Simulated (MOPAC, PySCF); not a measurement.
H3AlS3, SMILES `[Al]([SH])([SH])[SH]`, neutral singlet in the gas phase. 

Cartesian coordinates (Å):
```xyz
7

S     -0.5104    -1.6919     0.6407
Al     0.2735     0.1840    -0.1888
S      2.4286     0.3875    -0.5192
S     -0.9769     1.9028    -0.7292
H     -1.7678    -1.2014     0.7612
H      2.6807    -0.8045     0.0749
H     -2.1277     1.2235    -0.5053
```
Charge 0, spin multiplicity 1.

All levels are single points at this geometry (PBE-D3(BJ)/def2-TZVP); Pople sets use spherical d functions. Orbital energies aren't observables, and empty levels follow the basis.

| level | HOMO (eV) | LUMO (eV) | gap (eV) | dipole (D) | vertical IE, Delta-SCF (eV) |
|---|---|---|---|---|---|
| PBE-D3(BJ)/def2-TZVP in PySCF | -6.51 | -1.56 | 4.94 | 1.48 | – |
| B3LYP/3-21G in PySCF | -7.59 | -1.35 | 6.25 | 2.38 | – |
| B3LYP/6-311+G** in PySCF | -7.51 | -1.37 | 6.14 | 1.80 | – |
| B3LYP/6-31G* in PySCF | -7.40 | -1.03 | 6.37 | 1.91 | 9.50 |
| B3LYP/LANL2DZ in PySCF | -7.62 | -1.37 | 6.25 | 2.43 | – |
| BP86/6-31G* in PySCF | -6.56 | -1.71 | 4.85 | 1.93 | – |
| M06-2X/6-31G* in PySCF | -8.83 | -0.19 | 8.65 | 1.96 | – |
| PBE/6-31G* in PySCF | -6.46 | -1.63 | 4.84 | 1.95 | – |
| HF/6-31G* in PySCF | -10.50 | 2.04 | 12.55 | 2.04 | 9.15 |
| HF/STO-3G in PySCF | -6.82 | 8.27 | 15.09 | 1.42 | – |
| AM1 in MOPAC | -9.64 | -1.72 | 7.92 | 2.37 | – |
| PM3 in MOPAC | -9.94 | -3.30 | 6.64 | 2.27 | – |
| PM6 in MOPAC | -9.63 | 0.12 | 9.75 | 2.00 | – |
